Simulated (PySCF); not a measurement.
Species: CH5FO2Si2.
Structure used (GFN2-xTB), in Å, numbered top down from 1:
```xyz
11
CH5FO2Si2 angstrom
F      1.9623   -0.5653   -1.9146
Si     1.3922   -0.6099   -0.4248
O      1.0472    0.8857    0.0719
C     -0.2876    1.1605    0.4843
Si    -1.3335   -0.4061    0.0673
O     -0.0812   -1.3149   -0.4500
H      2.2826   -1.3576    0.4196
H     -0.6084    2.0639   -0.0394
H     -0.2618    1.3933    1.5528
H     -2.2376   -0.2024   -1.0545
H     -1.8687   -1.0446    1.2615
```

The computed photoelectron lines, unassigned: C 1s: 292.10 eV; O 1s: 538.26 (area 1), 538.51 (area 1) eV; F 1s: 692.60 eV; Si 1s: 1847.49 (area 1), 1848.83 (area 1) eV; Si 2p3/2: 107.66 (area 1), 108.64 (area 1) eV.

Computed, not measured: delta-SCF UKS SCAN, pcX-2 on the ionised atom, pcseg-1 elsewhere, spin-free X2C in PySCF 2.14.0. Isolated species at its GFN2-xTB geometry, gas phase.

(1) Which oxygen gives which O 1s line?

(2) Which silicon gives which Si 1s line?

(3) Which silicon gives which Si 2p3/2 line?

Answers

(1) 538.26 eV: O6 (siloxane oxygen); 538.51 eV: O3 (silyl ether oxygen). Lowest listed O 1s: O6, bonded to 2 Si. Highest, 0.25 eV above it: O3, bonded to C and Si.

(2) 1847.49 eV: Si5 (oxygen-bound silicon); 1848.83 eV: Si2 (fluorine-bound silicon). Lowest listed Si 1s: Si5, bonded to O, C and 2 H. Highest, 1.34 eV above it: Si2, bonded to F, 2 O and H. Summing the Pauling electronegativity differences to the bonded atoms, each weighted by its formal bond order, gives +2.79 for the lowest site and +5.46 for the highest.

(3) 107.66 eV: Si5 (oxygen-bound silicon); 108.64 eV: Si2 (fluorine-bound silicon). The listed Si 2p3/2 values span 0.98 eV, from Si5 (bonded to O, C and 2 H) to Si2 (bonded to F, 2 O and H).

Bonded neighbours of each site: F1: Si; Si2: F, 2 O and H; O3: C and Si; C4: O, 2 H and Si; Si5: O, C and 2 H; O6: 2 Si.

Q: Which effective nuclear charge Zeff reproduces each element's mean 1s value in the hydrogen-like formula E = 13.606 eV × Zeff²?

A: C (Z = 6): mean 292.1 eV, Zeff = 4.63, Z − Zeff = 1.37; O (Z = 8): mean 538.4 eV, Zeff = 6.29, Z − Zeff = 1.71; F (Z = 9): mean 692.6 eV, Zeff = 7.13, Z − Zeff = 1.87; Si (Z = 14): mean 1848.2 eV, Zeff = 11.65, Z − Zeff = 2.35. Means run over the listed sites, weighted by atom count.

Spin–orbit coupling isn't in the SCF: each 2p doublet comes from a relaxed spin-free hole plus a matrix of the shell (mean-field spin–orbit coupling and the ground-state 2p splitting), with 2p3/2 averaged over its two sublevels. 2p1/2 minus 2p3/2 (ligand field included): Si 0.63 eV.
